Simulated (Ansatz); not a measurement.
Gas-phase electronic energies from Ansatz, PBE0-D4/def2-TZVP geometries. CBS: MP2 limit from def2 TZ/QZ plus the TZ coupled-cluster correction, frozen cores. Functionals use def2-TZVPP. B3LYP here is the variant with VWN-RPA as its local correlation; programs differ in this. Each species was taken in one conformer, which may not be the lowest.

Reaction (ligand exchange at the Si–C bond): `N[SiH2]CBCl` + `[SiH3]S` → `N[SiH2]S[SiH3]` + `CBCl`

`N[SiH2]CBCl`:

Cartesian coordinates in Å:
```
N 0.125 -0.768 -1.701
Si -0.816 0.242 -0.678
C 0.274 0.921 0.709
B 0.825 -0.240 1.539
Cl -0.021 -0.818 2.965
H 0.603 -1.575 -1.333
H -0.177 -0.932 -2.648
H -1.995 -0.407 -0.036
H -1.313 1.357 -1.526
H 1.063 1.478 0.195
H -0.372 1.597 1.279
H 1.803 -0.856 1.234
```

`[SiH3]S`:

Cartesian coordinates in Å:
```
Si 0.474 -0.006 0.233
S -1.317 -0.824 -0.600
H 1.248 0.758 -0.778
H 1.254 -1.182 0.685
H 0.184 0.884 1.386
H -1.843 0.369 -0.925
```

`N[SiH2]S[SiH3]`:

Z-matrix (Å, degrees):
```
Si
S 1 2.154
N 1 1.707 2 113.7
H 1 1.486 2 106.2 3 -121.3
H 1 1.482 2 109.3 3 119.0
Si 2 2.132 1 97.2 3 145.8
H 3 1.007 1 120.7 2 -60.2
H 3 1.007 1 119.6 2 85.1
H 6 1.483 2 106.5 1 172.1
H 6 1.485 2 111.2 1 -68.4
H 6 1.486 2 111.3 1 52.8
```

`CBCl`:

Z-matrix (Å, degrees):
```
C
B 1 1.548
H 1 1.097 2 109.5
H 1 1.090 2 114.9 3 123.3
H 1 1.097 2 108.9 3 -114.1
Cl 2 1.750 1 121.7 3 -125.1
H 2 1.194 1 122.7 3 55.2
```

**Question.** Is it downhill or uphill in electronic energy at CCSD(T)/CBS, and by how much? (Estimate.)

**Answer.** The calculation gave: Downhill: ΔE = -58.4 kJ/mol.

**Question.** What do these levels give: PBE-D4, B3LYP-D4, MP2/def2-TZVPP, HF/def2-QZVPP, MP2/def2-QZVPP, MP2/CBS(def2)? (Estimate.)

**Answer.** Computed: PBE-D4 -59.2, B3LYP-D4 -58.1, MP2/def2-TZVPP -58.0, HF/def2-QZVPP -60.6, MP2/def2-QZVPP -60.3, MP2/CBS(def2) -61.9 kJ/mol.

Largest T1 diagnostic among the species: 0.011.
